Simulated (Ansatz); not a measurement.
Geometry optimisation, RKS PBE/def2-SVP (Ansatz).

Input file:

```yaml
crystal:
  periodic: [false, false, false]
  atoms:
    - { symbol: Ti, position_ang: [-0.059283, -0.82406, -0.302152] }
    - { symbol: "N", position_ang: [0.402368, 0.6888, 2.552746] }
    - { symbol: H, position_ang: [0.135486, 1.251316, 3.373972] }
    - { symbol: H, position_ang: [1.419725, 0.810586, 2.452844] }
    - { symbol: "N", position_ang: [1.602173, -0.047931, -0.713456] }
    - { symbol: H, position_ang: [2.421927, -0.636557, -0.911184] }
    - { symbol: H, position_ang: [1.863463, 0.941564, -0.742136] }
    - { symbol: "N", position_ang: [-1.233154, 0.555012, 0.086808] }
    - { symbol: H, position_ang: [-2.08539, 0.94438, -0.323623] }
    - { symbol: H, position_ang: [-0.934375, 0.997039, 0.98167] }
    - { symbol: "N", position_ang: [-0.648706, -1.616468, -1.889079] }
    - { symbol: H, position_ang: [-1.483976, -2.216003, -1.896799] }
    - { symbol: H, position_ang: [-0.221056, -1.598281, -2.819622] }
    - { symbol: Br, position_ang: [0.120534, -2.657318, 1.436372] }
    - { symbol: H, position_ang: [0.289765, -0.306482, 2.849239] }
basis:
  gaussian: { orbitals: def2-SVP }
hamiltonian:
  xc: pbe
relax:
  f_tol: 0.03
  max_steps: 50
```

Launched with:

```bash
$ ansatz run input.yaml --threads 4 --pin off --max-ram 5120MiB --backend cpu --events-out ev --progress --plain --runs-dir out
```

**Question.** Where does it end, and by what steps?

**Answer.** The forces met the threshold. The force dipped under the threshold on the way, but the program's further checks kept it going. After 21 steps the energy has fallen by 0.082 eV; H4 moved furthest, 1.05 Å.

| step | energy less start (eV) | largest force component (eV/Å) | accepted |
| --- | --- | --- | --- |
| 0 | 0.0000 | 0.403 | yes |
| 1 | -0.0249 | 0.537 | yes |
| 2 | -0.0289 | 0.666 | yes |
| 3 | -0.0427 | 0.531 | yes |
| 4 | -0.0503 | 0.374 | yes |
| 5 | -0.0560 | 0.196 | yes |
| 6 | -0.0499 | 0.655 | no |
| 7 | -0.0603 | 0.068 | yes |
| 8 | -0.0621 | 0.080 | yes |
| 9 | -0.0651 | 0.239 | yes |
| 10 | -0.0658 | 0.357 | yes |
| 11 | -0.0698 | 0.212 | yes |
| 12 | -0.0623 | 0.327 | no |
| 13 | -0.0726 | 0.038 | yes |
| 14 | -0.0756 | 0.017 | yes |
| 15 | -0.0758 | 0.291 | yes |
| 16 | -0.0787 | 0.087 | yes |
| 17 | -0.0800 | 0.020 | yes |
| 18 | -0.0811 | 0.104 | yes |
| 19 | -0.0814 | 0.072 | yes |
| 20 | -0.0820 | 0.033 | yes |
| 21 | -0.0822 | 0.022 | yes |

```xyz
15
Properties=species:S:1:pos:R:3
Ti 0.114 -0.890 -0.494
N 0.102 0.872 2.930
H -0.568 0.988 3.702
H 0.969 1.333 3.240
N 1.740 -0.240 -1.178
H 2.504 -0.868 -1.460
H 2.057 0.733 -1.211
N -0.824 0.577 0.130
H -1.703 1.002 -0.184
H -0.544 0.921 1.084
N -0.821 -1.653 -1.935
H -1.699 -2.171 -1.805
H -0.532 -1.702 -2.917
Br 0.478 -2.479 1.341
H 0.317 -0.138 2.893
```

Whether the end is a true minimum wasn't checked by a vibrational analysis.

Time of the run: 58 s on 4 threads of Arm Neoverse V2 (shared host), peak memory 0.29 GiB.
